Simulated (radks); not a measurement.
The numbers below are computed, except where a source is named.
The nuclear charge of the cerium ion Ce2+ is varied continuously with 56 electrons held in [Xe] 4f2. Code: a radial shooting solver on a logarithmic mesh with Libxc functionals. Model: Dirac Kohn-Sham, PBE, spin-unpolarised, spherical densities, finite nucleus; open shells are shared between the two j in proportion to 2j + 1; Fermi nuclear charge, rms radius 4.8771 fm. By the Hellmann-Feynman theorem dE/dZ = E(electron-nucleus)/Z, the electronic potential at the nucleus (averaged over a nucleus of fixed radius).

Z     E (hartree)  E(electron-nucleus)/Z (hartree)   HOMO  e(HOMO) (eV)  <r> HOMO (bohr)
57     -8496.7517                         -362.802  4f7/2        -2.283            2.508
57.5   -8679.3171                         -367.441  4f7/2        -6.197            1.485
58     -8864.1815                         -372.012  4f7/2       -12.817            1.230
58.5   -9051.3271                         -376.570  4f7/2       -20.749            1.102
59     -9240.7522                         -381.131  4f7/2       -29.597            1.018

The central difference of E at Z = 58 is -372.010 hartree, to compare with the third column; the second derivative is -9.13 hartree.
